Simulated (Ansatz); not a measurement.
A thermochemical cycle in electronic energies (no zero-point or thermal terms), species as SMILES, kcal/mol. Structures are relaxed separately at B3LYP-D3(BJ)/def2-TZVP in Ansatz (a first-principles code). Valence correlation only, unless marked. Open shells are spin-unrestricted. No spin-orbit coupling. Frozen are the shells of the preceding noble gas and the d and f shells that filled before the atom's block. No relativistic terms. CBS(X,Y): correlation extrapolated as X^-3; Hartree-Fock from the larger set. The bracket is a focal-point correction in the basis named. Anions need diffuse functions, of which def2-TZVPD holds fewer than the aug- sets.

```
step                                                                 RI-MP2/CBS(aug-cc-pVTZ,aug-cc-pVQZ)+[CCSD(T)-MP2]/aug-cc-pVTZ (Ansatz)  PBE/def2-TZVPD (Ansatz)
-------------------------------------------------------------------  ----------------------------------------------------------------------  -----------------------
bond energy D: FCBr [bromo(fluoro)methane] -> F[CH]Br + H atom                                                                        107.3                    100.7
deprotonation energy A: FCBr [bromo(fluoro)methane] → F[CH-]Br + H+                                                                   388.8                    385.4
ionisation of the H atom at the same level, IE                                                                                        313.7                    313.5
```

Problem. Find the electron affinity EA, positive where the anion is bound: F[CH]Br + e- → F[CH-]Br.

Solution. Breaking the bond, ionising the H atom and attaching the electron to the radical add up to the deprotonation, A = D + IE - EA. At RI-MP2/CBS(aug-cc-pVTZ,aug-cc-pVQZ)+[CCSD(T)-MP2]/aug-cc-pVTZ: EA = D + IE - A = 107.3 + 313.7 - 388.8 = 32.2. At PBE/def2-TZVPD: EA = D + IE - A = 100.7 + 313.5 - 385.4 = 28.8. The functional differs from the first level by -6.6 in D, -3.4 in EA and -3.4 in A; for EA and A the gap mixes functional and basis.
